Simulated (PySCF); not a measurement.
**From orbital energies to excitation energies**

Compound: C5H4O2S.
SMILES: `O=C(O)c1cccs1`

Method: PySCF, TDDFT CAM-B3LYP/def2-SVPD, vertical, gas phase, core orbitals frozen in the response. One conformer (not necessarily the lowest) at the GFN2-xTB geometry, without solvent, vibrations or thermal averaging. Torsions of this conformer, `[O:1]=[C:2]([OH:3])[c:4]1[cH:5][cH:6][cH:7][s:8]1`: O1–C2–C4–C5 0°, H–O3–C2–O1 0°.

Orbital energies (eV): HOMO-3 -11.04, HOMO-2 -9.86, HOMO-1 -8.97, HOMO -8.64, LUMO -0.72, LUMO+1 0.92, LUMO+2 1.09.

Computed singlets:

| state | E (eV) | f |
| --- | --- | --- |
| S1 | 5.08 | 0.221 |
| S2 | 5.19 | 0.0000 |
| S3 | 5.35 | 0.107 |
| S4 | 6.61 | 0.0019 |
| S5 | 6.64 | 0.0012 |
| S6 | 6.97 | 0.0021 |
| S7 | 7.20 | 0.0009 |
| S8 | 7.23 | 0.030 |

Q: Which orbital pair leads each of S1, S2, S3, S5 and S6, and how does its energy difference Δε compare with the excitation energy?

A: 

| state | leading configuration | weight | Δε (eV) | E (eV) | E − Δε (eV) | f | other configurations |
| --- | --- | --- | --- | --- | --- | --- | --- |
| S1 | HOMO→LUMO | 0.84 | 7.91 | 5.08 | -2.83 | 0.221 | H-1→L (12%) |
| S2 | HOMO-2→LUMO | 0.87 | 9.13 | 5.19 | -3.95 | 0.0000 | – |
| S3 | HOMO-1→LUMO | 0.82 | 8.25 | 5.35 | -2.90 | 0.107 | H→L (12%) |
| S5 | HOMO→LUMO+2 | 0.65 | 9.73 | 6.64 | -3.09 | 0.0012 | H-1→L+2 (9%) |
| S6 | HOMO→LUMO+1 | 0.69 | 9.56 | 6.97 | -2.59 | 0.0021 | H→L+3 (20%) |

E − Δε runs from -3.95 to -2.59 eV. By orbital difference alone the order would be S1, S3, S2, S6, S5.

H and L stand for HOMO and LUMO. The other states: S4 6.61 eV, f 0.0019, H-1→L+2 (57%), H→L+2 (9%), H-1→L+6 (9%); S7 7.20 eV, f 0.0009, H-4→L (88%); S8 7.23 eV, f 0.030, H→L+4 (59%), H-3→L (22%).

Q: Which computed triplets share their leading configuration (75% or more) with a singlet, and how far apart are the partners?

A: 

| configuration | triplet | E(T) (eV) | singlet | E(S) (eV) | E(S) − E(T) (eV) |
| --- | --- | --- | --- | --- | --- |
| HOMO→LUMO | T1 | 3.33 | S1 | 5.08 | +1.74 |
| HOMO-1→LUMO | T2 | 4.06 | S3 | 5.35 | +1.29 |
| HOMO-2→LUMO | T3 | 4.81 | S2 | 5.19 | +0.38 |

The 3 triplets are Tamm–Dancoff values, the singlets full response.

Summed over the main configurations (up to three a state, each over 8%) of all 8 singlets, the electron leaves HOMO with weight 3.19, HOMO-1 with weight 1.69, HOMO-4 with weight 0.88 and HOMO-2 with weight 0.87.

On one thread, x86-64 server, no GPU, shared host, this took 41 s wall.
